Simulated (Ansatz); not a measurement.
`C[Si](N)(O)[SiH3]` + CH₃OH → `CO[Si](N)(O)[SiH3]` + CH₄  (ligand exchange at the Si–C bond)

Calculated with Ansatz (gas phase, PBE0-D4/def2-TZVP geometries, no zero-point term in ΔE). CBS: MP2 limit from def2 TZ/QZ plus the TZ coupled-cluster correction, frozen cores. This one scheme is used for every species. Functionals use def2-TZVPP. One conformer a species, not always the lowest.

```json
{"level": "ωB97M-V", "ΔE (eV)": "-1.24"}
{"level": "MP2/def2-TZVPP", "ΔE (eV)": "-1.27"}
{"level": "SCS-MP2/def2-TZVPP", "ΔE (eV)": "-1.28"}
{"level": "HF/CBS(def2)", "ΔE (eV)": "-1.36"}
```

What does CCSD(T)/CBS give? (An estimate is asked.)

Ansatz gave: -1.24 eV. The listed levels differ from it by 0.00, -0.03, -0.04, -0.12 eV.

Largest T1 diagnostic among the species: 0.012.

In def2-TZVPP, CCSD(T) changes the Hartree–Fock value by +0.10 eV (the triples alone add +0.00 eV) and MP2 by +0.08 eV. The D4 term adds −0.04 eV with B3LYP and −0.02 eV with PBE0; it sums over pairs of atoms, weighted by their polarisabilities, and B3LYP, whose exchange is more repulsive, gets the larger term.

B3LYP here is the variant with VWN-RPA as its local correlation; programs differ in this.
